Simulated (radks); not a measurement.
Spherical quantum dot in the effective-mass picture: electrons in a well V = -V0 / (1 + exp((r - R)/a)) with V0 = 39.4, R = 1.75, a = 0.16, with a point charge +1 (a donor) at the centre, all in effective atomic units (hartree* = m*/eps^2 hartree, bohr* = eps/m* bohr), one dielectric constant everywhere. Method: non-relativistic Kohn-Sham, PBEsol, spin-polarised, spherical densities; computed with a radial shooting solver with Libxc functionals. Levels are named by radial order and angular momentum (1s, 1p, 1d, 2s, ...), and open shells are averaged over m. Results are scaled to m* = 0.326 and eps = 15.7, for which hartree* = 35.99 meV and bohr* = 2.548 nm.

N = 16, configuration 1s2 1p6 1d(up 5, down 3). This is the lowest configuration that the search found. Occupied and some empty levels:

level,occupation,eigenvalue (meV),<r> (nm)
1s up,1,-907.97,2.230
1s down,1,-905.93,2.219
1p up,3,-847.49,2.664
1p down,3,-844.89,2.661
1d up,5,-772.34,2.906
1d down,3,-769.57,2.906
2s up,0,-740.85,2.164
2s down,0,-739.47,2.169
1f up,0,-681.58,3.088
1f down,0,-678.76,3.089
2p up,0,-612.65,2.494
2p down,0,-610.93,2.494

Energy (meV): total -16790.9, kinetic 2115.8, external -22297, Hartree 3880.5, exchange-correlation -490.45.

Electron density:

r (nm),n(r) (e/nm^3)
0.113,0.05722
0.397,0.05021
0.681,0.04944
0.965,0.05400
1.25,0.06310
1.53,0.07533
1.82,0.08828
2.10,0.09850
2.38,0.1021
2.67,0.09622
2.95,0.08043
3.23,0.05797
3.52,0.03469
3.80,0.01686
4.09,0.006430
4.37,0.001955
4.65,0.0004812
4.94,0.00009925
5.22,0.00001867
5.51,3.281e-06
